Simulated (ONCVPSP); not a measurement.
# u(r) = r·R(r): atom against pseudo-atom (strontium (Sr))

Columns: radius, all-electron u(r) and pseudo u(r) of the 4p shell (level -22.86 eV) of strontium in the configuration [Ar] 3d10 4s2 4p6 5s2; LDA (Perdew-Wang 92), scalar-relativistic, ONCV scheme, ONCVPSP 4.0.1.

```json
{"r (bohr)": "0.110", "all-electron": "0.2553", "pseudo": "0.0146"}
{"r (bohr)": "0.220", "all-electron": "-0.1623", "pseudo": "0.0565"}
{"r (bohr)": "0.330", "all-electron": "-0.4300", "pseudo": "0.1216"}
{"r (bohr)": "0.440", "all-electron": "-0.3824", "pseudo": "0.2068"}
{"r (bohr)": "0.550", "all-electron": "-0.1576", "pseudo": "0.3088"}
{"r (bohr)": "0.660", "all-electron": "0.1175", "pseudo": "0.4209"}
{"r (bohr)": "0.770", "all-electron": "0.3731", "pseudo": "0.5331"}
{"r (bohr)": "0.880", "all-electron": "0.5791", "pseudo": "0.6367"}
{"r (bohr)": "0.990", "all-electron": "0.7284", "pseudo": "0.7274"}
{"r (bohr)": "1.100", "all-electron": "0.8246", "pseudo": "0.8026"}
{"r (bohr)": "1.210", "all-electron": "0.8758", "pseudo": "0.8568"}
{"r (bohr)": "1.320", "all-electron": "0.8914", "pseudo": "0.8829"}
{"r (bohr)": "1.430", "all-electron": "0.8804", "pseudo": "0.8786"}
{"r (bohr)": "1.540", "all-electron": "0.8501", "pseudo": "0.8500"}
{"r (bohr)": "1.650", "all-electron": "0.8070", "pseudo": "0.8070"}
{"r (bohr)": "1.760", "all-electron": "0.7560", "pseudo": "0.7559"}
{"r (bohr)": "1.870", "all-electron": "0.7007", "pseudo": "0.7006"}
{"r (bohr)": "1.980", "all-electron": "0.6438", "pseudo": "0.6438"}
{"r (bohr)": "2.090", "all-electron": "0.5875", "pseudo": "0.5874"}
{"r (bohr)": "2.200", "all-electron": "0.5329", "pseudo": "0.5329"}
{"r (bohr)": "2.310", "all-electron": "0.4811", "pseudo": "0.4811"}
{"r (bohr)": "2.420", "all-electron": "0.4326", "pseudo": "0.4325"}
{"r (bohr)": "2.530", "all-electron": "0.3876", "pseudo": "0.3876"}
{"r (bohr)": "2.640", "all-electron": "0.3463", "pseudo": "0.3463"}
{"r (bohr)": "2.750", "all-electron": "0.3086", "pseudo": "0.3086"}
{"r (bohr)": "2.860", "all-electron": "0.2745", "pseudo": "0.2745"}
```

**Question.** How many radial nodes do the two functions have?

**Answer.** The all-electron 4p function has n − l − 1 = 2; the pseudo-wave has 0, since the states of the same l below it are removed with the core.

**Question.** At about which radius was the pseudo-wave matched?

**Answer.** 1.60 bohr, where the columns begin to agree (steps of 0.11 bohr).

**Question.** Where does each function peak?

**Answer.** Outermost all-electron maximum near 1.32 bohr, pseudo maximum near 1.32 bohr (to the table’s step).

**Question.** Is the pseudo-wave norm-conserving?

**Answer.** Yes: the ONCV scheme keeps the norm inside the radius equal to the all-electron one, which fixes the energy derivative of the logarithmic derivative at the level.
